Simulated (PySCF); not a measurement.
1-bromo-1,1-difluoroethane (C2H3BrF2), SMILES CC(F)(F)Br. Coordinates come from a PBE0-D3(BJ)/def2-SVP optimisation.

Computed equilibrium geometry at PBE0-D3(BJ)/def2-SVP (PySCF confirms it by a frequency run) as Cartesian coordinates in Å, and its point group:
point group Cs.
```xyz
8

C     -1.2971     1.4466     0.0000
C      0.0662     0.8211     0.0000
F      0.7656     1.1897     1.0770
F      0.7656     1.1897    -1.0770
Br    -0.0435    -1.1384     0.0000
H     -1.8511     1.1425     0.8961
H     -1.8511     1.1425    -0.8961
H     -1.1689     2.5394     0.0000
```
